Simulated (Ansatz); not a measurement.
Ideal-gas functions of CH4ClFOSi (`C[Si](O)(F)Cl`) at 800 K and 1 bar, from an Ansatz frequency run at PBE0-D4/def2-TZVP.

Molar mass 114.58 g/mol, point group C1 (symmetry number 1), electronic degeneracy 1, moments of inertia 135.97, 213.29, 220.507 u Å². Harmonic wavenumbers (cm⁻¹, unscaled): 137, 165, 196, 248, 269, 309, 338, 524, 728, 773, 795, 842, 917, 981, 1291, 1443, 1446, 3063, 3151, 3157, 3924.

Use S(trans) = R[1.5 ln M + 2.5 ln T − 1.1517]; rotational temperatures θ = 24.2544 K / I; S(rot) = R[ln(√π/σ · √(T³/θAθBθC)) + 1.5]; for each mode x = 1.438777 ν̃/T, S = R[x/(eˣ − 1) − ln(1 − e⁻ˣ)] and H = RT x/(eˣ − 1); 1 cm⁻¹ = 0.0119627 kJ/mol; R = 8.31446 J/(mol·K).

**Question.** By hand: the entropy, in J/(mol·K).

**Answer.** Translation 188.5. Rotation: θ = 0.1784, 0.1137, 0.11 K, giving 126.0. Vibration, mode by mode: 19.98, 18.45, 17.03, 15.10, 14.43, 13.31, 12.58, 9.11, 6.64, 6.21, 6.02, 5.62, 5.04, 4.59, 2.96, 2.39, 2.38, 0.22, 0.19, 0.19, 0.06, in all 162.5. Electronic 0.0. Sum 477.0 J/(mol·K).

**Question.** By hand: H − E and G − E in kJ/mol, counted from the electronic energy.

**Answer.** Zero-point energy ½ × 24697 × 0.0119627 = 147.7; thermal vibration 63.5; translation, rotation and pV give 4 RT = 26.6. H − E = 237.8 kJ/mol, and G − E = 237.8 − 800 × 477.0/1000 = -143.8 kJ/mol.

Vibration gives 34 % of the entropy, 20.0 J/(mol·K) of it from the mode under 150 cm⁻¹: soft modes count most, and the harmonic formula is weakest for them. The sum counts one conformer and one mirror image; others add a mixing term.
